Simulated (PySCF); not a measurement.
ClHOTe, SMILES O[Te]Cl. Geometry optimised at B3LYP-D3(BJ)/def2-TZVP. The def2 effective core potentials stand for the cores of Te; spin–orbit coupling is left out. Other conformers were not sampled.

These are PySCF 2.14.0 with B3LYP-D3(BJ)/def2-TZVP values and carry that method's errors.

Harmonic wavenumbers (cm⁻¹): 167, 353, 435, 617, 1010, 3784. Rotational constants (GHz): 9.308, 2.946, 2.253; symmetry number 1.

Work out the zero-point energy and the ideal-gas rigid-rotor harmonic-oscillator thermochemistry at 298.15 K and 1 atm.

ZPE = ½ Σ hcν = ½ × 6367 cm⁻¹ = 38.08 kJ/mol. H − E(el) = 51.76 kJ/mol. Entropy in J/(mol K): translation 173.51, rotation 109.02, vibration 20.80, total 303.33. G − E(el) = -38.67 kJ/mol. Cp = 59.23 J/(mol K).
